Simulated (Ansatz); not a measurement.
The first iterations of a band of Cl2FHOZr + ClH (8 atoms, charge 0, multiplicity 1).

All numbers below come from RHF/def2-SVP in Ansatz.

```
movable images  : 5
climbing image  : yes
spring          : 5.0 eV/Å²
optimiser       : quadratic models (default)
start path      : through a guess of the saddle point
force threshold : 0.03 eV/Å
iteration limit : 60
end points      : relaxed
```

Image 0:

```xyz
8
Properties=species:S:1:pos:R:3
Zr -0.249 -0.199 -0.015
O -0.766 -0.466 1.779
H -1.010 -0.537 2.686
Cl 2.134 -0.137 -0.267
Cl -1.325 1.686 -0.992
F -0.839 -1.718 -0.981
Cl 1.275 2.659 2.089
H 2.369 2.250 1.578
```

Image 6:

```xyz
8
Properties=species:S:1:pos:R:3
Zr 0.582 0.373 -0.030
O -0.529 0.495 2.046
H -1.015 -0.247 2.386
Cl 1.895 -0.140 -1.939
Cl -1.169 1.693 -0.944
F 0.058 -1.411 0.401
Cl 2.192 1.627 1.233
H -0.425 1.150 2.724
```

| iteration | highest image above the first end (eV) | largest band force component (eV/Å) |
| --- | --- | --- |
| 1 | 11.122 | 60.319 |
| 2 | 2.051 | 8.441 |
| 3 | 1.013 | 4.502 |
| 4 | 0.782 | 1.492 |
| 5 | 0.741 | 3.294 |
| 6 | 0.570 | 0.960 |
| 7 | 0.549 | 2.674 |

Problem. Does the band converge within its limit, and where does its top end?

Solution. The forces met the threshold. It ended after 22 iterations with the highest image 0.529 eV above the first end. Neighbouring images differ by up to 1.3 eV, so the band resolves the path poorly. A vibrational analysis at the climbing image gives one clearly imaginary mode, 1207i cm⁻¹: a first-order saddle point. The orbitals stay closed-shell, which can raise the energy where a bond breaks towards radicals; this wasn't checked here.

The run took 3.4 min on 2 threads of Intel(R) Xeon(R) 6975P-C (Granite Rapids) (shared host), peak memory 0.33 GiB.
